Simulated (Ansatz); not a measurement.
Harmonic frequencies (cm⁻¹) at PBE0-D4/def2-TZVP from Ansatz: 142, 164, 201, 224, 237, 380, 387, 431, 535, 554, 736, 750, 1048, 3915, 3920.

Each molecule was computed in one conformer, which needn't be the lowest.

(1) Which molecule is it?
A. `[O]=[Nb]([OH])([OH])[Cl]`
B. `[O]=[Nb]([OH])([OH])[OH]`
C. `[OH][Nb]([OH])([F])([F])[F]`
D. `[NH]=[Nb]([NH2])([F])[F]`

Results:

(1) A.
